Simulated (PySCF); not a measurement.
## Correlation energy of Hf²⁺ (hafnium, charge +2)

[Xe] 4f14 5d2, high-spin 3F determinant. Computed with PySCF 2.14 in def2-TZVPPD with the def2 core potential (60 electrons), with scalar relativity through the core potential. Frozen: 5s2 5p6; 2 electrons correlated.

With two correlated electrons CCSD is exact within the correlated space (frozen core and kept virtual orbitals).

```json
{"level": "CCSD", "correlation energy (mhartree)": "-4.31"}
```

Diagnostics: T1 = 0.0014, D1 = 0.0020, largest double amplitude 0.014.

Question: Is a single reference adequate?

Answer: Yes, within this model without spin-orbit coupling: T1 lies below 0.03 and no double amplitude reaches 0.07.
